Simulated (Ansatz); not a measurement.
Born–Oppenheimer molecular dynamics of BClF2 (4 atoms, charge 0, multiplicity 1). It starts from a relaxed structure.

Method: RKS BLYP/def2-SVP in Ansatz.

```yaml
ensemble: NVT, Langevin thermostat
time_step: 1 fs
steps_asked: 100
set_temperature: 200 K
friction: 0.05 /fs
seed: 362857
```

First frame:

```xyz
4
Properties=species:S:1:pos:R:3
F -0.176 -1.268 -0.554
B -0.069 -0.042 -0.063
F -1.024 0.840 -0.323
Cl 1.324 0.410 0.920
```

How far do the bonds stretch over the last three quarters of this one trajectory? (Pairs bonded in most of those frames.)


| bond | mean (Å) | spread (Å) | shortest | longest |
| --- | --- | --- | --- | --- |
| F1–B2 | 1.326 | 0.014 | 1.30 | 1.35 |
| B2–F3 | 1.321 | 0.019 | 1.29 | 1.35 |
| B2–Cl4 | 1.763 | 0.026 | 1.71 | 1.82 |

Mean temperature of the second half: 170 K. The mean temperature of the second half is 15 % below the set value. A run of 0.1 ps of so small a system gives no equilibrium averages.

Run time: 4.8 min on 1 thread of AMD EPYC (Zen 3), with other jobs on the host, peak memory 0.11 GiB.
